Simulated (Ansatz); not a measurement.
Born–Oppenheimer molecular dynamics of ClH7OSi3 (12 atoms, charge 0, multiplicity 1). It starts from a relaxed structure.

These are results of RKS PBE/STO-3G in Ansatz, not measurements.

- ensemble: NVT, Langevin thermostat
- time step: 0.25 fs
- steps asked: 100
- set temperature: 1000 K
- friction: 0.05 /fs
- temperature schedule: 25 steps to 1000 K, then 75 steps to 2000 K
- seed: 102830

First frame:

```xyz
12
Properties=species:S:1:pos:R:3
Si -0.025 -0.088 -0.415
Cl -0.502 -0.661 1.603
Si 2.226 0.064 -0.659
H 2.837 -1.225 -0.370
H 2.543 0.430 -2.032
H 2.782 1.066 0.235
O -0.716 1.424 -0.769
Si -2.446 1.488 -0.811
H -3.023 1.406 0.528
H -2.765 2.779 -1.403
H -3.003 0.415 -1.633
H -0.637 -1.165 -1.208
```

(1) What does the run give?

(2) What happens to the structure?

(3) How do temperature and energy run in time?

Results:

(1) The run went to its last step.

- steps done: 100
- time covered: 25 fs
- mean temperature over the second half: 872 K
- spread of the potential energy over the second half: 12.3 meV per atom
- mean potential energy of the second half above the start: 71.6 meV per atom

The schedule's set-point averaged 1667 K over the second half and the system 872 K, so it lags behind the ramp. A run of 0.025 ps of so small a system gives no equilibrium averages. Limits of this set-up: minimal basis.

(2) The same pairs are bonded in the first frame and the last. Pairs count as bonded within 1.25 times the sum of covalent radii (0.12 Å more for H–H). Another seed would give other details.

(3) 
```csv
time (fs),T (K),potential energy less start (eV)
0,917,0.000
1.25,744,0.093
2.5,704,0.288
3.75,549,0.399
5,736,0.456
6.25,829,0.546
7.5,591,0.697
8.75,582,0.795
10,496,0.775
11.25,666,0.773
12.5,564,0.845
13.75,564,0.890
15,529,0.807
16.25,752,0.660
17.5,720,0.677
18.75,764,0.863
20,733,1.087
21.25,797,1.140
22.5,1093,0.883
23.75,1430,0.741
25,1604,0.874
```

Time of the run: 4.9 min on 1 thread of Arm Neoverse V1, on a shared host, peak memory 0.098 GiB.
